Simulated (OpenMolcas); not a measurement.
Computed levels of 5s² 5p² in ions with 50 electrons, in cm-1 above ³P₀.

```json
{
 "Program": "OpenMolcas 26.06",
 "Method": "CASSCF",
 "Basis": "ANO-RCC-VQZP",
 "Scalar Hamiltonian": "DKH2, point nucleus",
 "Spin-orbit coupling": "RASSI with atomic mean-field integrals over the reference wave functions, term energies averaged over their components"
}
```

Active space for each ion: 4 electrons in 4 orbitals (5s 5p).

```csv
Level,Sn,Te2+,I3+,Xe4+
³P₁,1469,4052,5788,7997
³P₂,3184,7618,10282,13439
¹D₂,10480,18443,22982,28372
¹S₀,17488,29202,35359,42307
```

Q: Estimate ³P₂, ¹D₂, ¹S₀ for Sb+ from its neighbours Sn and Te2+.

A: ³P₂ is fine structure, which grows about as the fourth power of a screened charge, so the fourth roots are averaged: ((3184^0.25 + 7618^0.25) / 2)^4 = 5043. The calculation gives 5246, so the estimate is off by -3.9 %; the measured value is 5658 (NIST Handbook of Basic Atomic Spectroscopic Data).
¹D₂ is another term, which grows about linearly with the charge: (10480 + 18443) / 2 = 14462. The calculation gives 14361, so the estimate is off by +0.7 %; the measured value is 12790 (NIST Handbook of Basic Atomic Spectroscopic Data).
¹S₀ is another term, which grows about linearly with the charge: (17488 + 29202) / 2 = 23345. The calculation gives 23358, so the estimate is off by -0.1 %; the measured value is 23906 (NIST Handbook of Basic Atomic Spectroscopic Data).

Measured partners are found by configuration, term and J. A level has none where our copy of the source lacks it or the pairing is in doubt (some pairs that miss far off the trend of their configuration count as doubtful), and it then counts in no deviation. Levels of configurations outside the active space are missing.
